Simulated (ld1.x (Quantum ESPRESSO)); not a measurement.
What one change does to a pseudopotential (arsenic (As), TM)

* Element: arsenic (As)
* Generator: ld1.x (Quantum ESPRESSO) 7.5
* Type: norm-conserving Troullier–Martins (Kleinman–Bylander form)
* Functional: LDA (PZ)
* Relativity: scalar-relativistic
* Frozen core: [Ar] 3d10
* Valence charge: 5
* Reference configuration: 4s2 4p3
* Partial waves: 4p (bound): rc 1.90 bohr; 4d channel at 0.45 Ry: rc 1.90 bohr; 4s (bound): rc 1.70 bohr
* Local potential: the s channel
* Core correction: none

Change: all radii scaled by about 1.24 (s 2.10, p 2.36, d 2.36 bohr).

Cutoffs: the cutoffs (Ry, on a coarse ladder) from which the occupation-weighted sum of valence levels, in a spherical-Bessel basis at the reference potential, stays within 10 and 1 mRy of its value at 400 Ry; they do not see the model core or the augmentation charge, which bear on the density cutoff. Errors are all-electron minus pseudo energies relative to the spin-unpolarised reference configuration.

How do hardness, ghosts and transferability respond?

The potential gets softer (35 Ry and 50 Ry → 18 Ry and 35 Ry); the bound ghosts move from d to p; of the 9 tests that both files solve, the error grows in 4 and shrinks in 3 by more than 15 % and 0.3 meV (median size 20.5 → 6.8 meV). A larger radius leaves more room for a smooth pseudo-wave, so fewer plane waves are needed.

| quantity | base | changed |
| --- | --- | --- |
| cutoff, loose | 35 Ry | 18 Ry |
| cutoff, tight | 50 Ry | 35 Ry |
| loose cutoff by channel (10 mRy a level) | p 12 Ry, s 18 Ry | p 12 Ry, s 12 Ry |
| bound ghosts | d | p |
| error for 4s2 4p2, meV [ΔE 9.33 eV] | +1.5 | -4.0 |
| error for 4s2 4p1, meV [ΔE 27.49 eV] | +20 | +6.8 |
| error for 4s2 4p0, meV [ΔE 55.53 eV] | +103 | +126 |
| error for 4s1 4p3, meV [ΔE 19.49 eV] | +11 | -18 |
| error for 4s1 4p4, meV [ΔE 9.48 eV] | +6.2 | -1.7 |
| error for 4s2 4p2.5, meV [ΔE 3.64 eV] | -0.1 | -1.4 |
| error for 4s0 4p5, meV [ΔE 19.21 eV] | +30 | -3.5 |
| error for 4s2 4p3 (spin-polarised), meV [ΔE -1.32 eV] | +175 | +175 |
| error for 4s2 4p2 (spin-polarised), meV [ΔE 8.60 eV] | +119 | +113 |

 A true bound ghost makes a file unfit for plane-wave use even where its test errors are small: the radial tests pick states by their node count and pass the ghost by.
